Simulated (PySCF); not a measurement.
C2H5FO2Si, SMILES O=CC[Si@H](O)F.

Geometry: B3LYP-D3(BJ)/def2-SVP. The structure was generated by enumeration; whether it is a known compound was not checked. Other conformers were not sampled.

These are SMD-ωB97X/6-31G* run with PySCF values and carry that method's errors.

Solvation free energies are E(SMD) − E(gas) at the gas-phase geometry, for 1 M in both phases. In vacuum the dipole moment is 3.50 D.

```json
[
 {"solvent": "water", "ΔG(solv) (kcal/mol)": "-5.7", "its non-electrostatic (CDS) part": "4.2", "dipole (D)": "4.61"},
 {"solvent": "ethylethanoate", "ΔG(solv) (kcal/mol)": "-6.1", "its non-electrostatic (CDS) part": "-1.4", "dipole (D)": "4.18"},
 {"solvent": "2-propanol", "ΔG(solv) (kcal/mol)": "?", "its non-electrostatic (CDS) part": "?", "dipole (D)": "?"}
]
```

Problem. What belongs in the gaps? (The exact figures need the calculation; the answer reports its results.)

Solution. 
- 2-propanol, ΔG(solv) (kcal/mol): -7.1
- 2-propanol, its non-electrostatic (CDS) part: 1.2
- 2-propanol, dipole (D): 4.46
